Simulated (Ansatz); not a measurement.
`N[Si](O)(F)F`, charge 0, multiplicity 1.

Problem. Give a relaxed structure at PBE0-D4/def2-TZVP (Ansatz). (An estimate is asked.)

Solution. Ansatz gave: 
Z-matrix (Å, degrees):
```
Si
O 1 1.619
F 1 1.581 2 104.1
N 1 1.686 2 112.4 3 125.7
F 1 1.584 2 112.9 3 -114.3
H 2 0.958 1 117.2 3 -175.6
H 4 1.006 1 121.2 2 -53.5
H 4 1.006 1 120.5 2 156.7
```
